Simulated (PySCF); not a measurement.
Ionisation energy of Ba by level of theory

Ba [Xe] 6s2 (1S) → Ba⁺ [Xe] 6s1 (2S), as a difference of total energies. Calculation: PySCF 2.14, in aug-cc-pwCVTZ-X2C (11s10p8d4f, 109 functions); the spin-free X2C one-electron Hamiltonian (Gaussian nucleus). Correlated levels: valence and next inner shell: [Kr] 4d10 frozen. The calculations carry no spin-orbit coupling.

```
                                method  ionisation energy (eV)  error (eV)
                                   UHF                   4.271      -0.941
    MP2 (valence and next inner shell)                   5.087      -0.125
SCS-MP2 (valence and next inner shell)                   5.112      -0.100
   CCSD (valence and next inner shell)                   5.078      -0.134
CCSD(T) (valence and next inner shell)                   5.159      -0.053
```

Reference: 5.212 eV (measured; NIST Atomic Spectra Database, ionization energies).

Errors of the correlated levels include the incompleteness of this basis and the frozen core.
